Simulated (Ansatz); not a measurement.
Geometry optimisation, RKS PBE0-D4/def2-SVP (Ansatz).

The input (input.yaml):

```yaml
crystal:
  periodic: [false, false, false]
  atoms:
    - { symbol: Ga, position_ang: [0.061987, -0.63482, -0.295809] }
    - { symbol: H, position_ang: [0.020948, 0.307397, 2.308803] }
    - { symbol: H, position_ang: [1.37934, 0.187023, -0.49681] }
    - { symbol: H, position_ang: [-1.333932, -0.059724, -0.727789] }
    - { symbol: P, position_ang: [0.089768, -2.648766, 0.811526] }
    - { symbol: H, position_ang: [-0.629662, -3.319469, -0.221752] }
    - { symbol: H, position_ang: [1.381082, -3.043903, 0.3642] }
    - { symbol: H, position_ang: [-0.020231, -0.396937, 2.161029] }
basis:
  gaussian: { orbitals: def2-SVP }
hamiltonian:
  xc: pbe0
  dispersion: d4
relax:
  f_tol: 0.03
  max_steps: 50
```

Run as:

```bash
$ ansatz run input.yaml --threads 1 --pin off --max-ram 2048MiB --backend cpu --events-out ev --progress --plain --runs-dir out
```

Where does it end, and by what steps?

It converged. The force dipped under the threshold on the way, but the program's further checks kept it going. After 8 steps the energy has fallen by 0.139 eV; H2 moved furthest, 0.46 Å.

| step | energy less start (eV) | largest force component (eV/Å) | accepted |
| --- | --- | --- | --- |
| 0 | 0.0000 | 1.823 | yes |
| 1 | -0.0899 | 0.524 | yes |
| 2 | -0.1020 | 0.244 | yes |
| 3 | -0.1173 | 0.162 | yes |
| 4 | -0.1315 | 0.340 | yes |
| 5 | -0.1310 | 0.090 | no |
| 6 | -0.1379 | 0.023 | yes |
| 7 | -0.1384 | 0.018 | yes |
| 8 | -0.1386 | 0.020 | yes |

```xyz
8
Properties=species:S:1:pos:R:3
Ga 0.123 -0.678 -0.068
H -0.105 0.577 1.955
H 1.449 0.145 -0.242
H -1.274 -0.081 -0.466
P 0.224 -2.859 0.734
H -0.698 -3.375 -0.227
H 1.388 -3.201 -0.019
H -0.157 -0.136 2.235
```

Whether the end is a true minimum wasn't checked by a vibrational analysis.

Time of the run: 12 s on 1 thread of AMD EPYC 9R45 96-Core Processor (Zen 5), with other jobs on the host, peak memory 0.18 GiB.
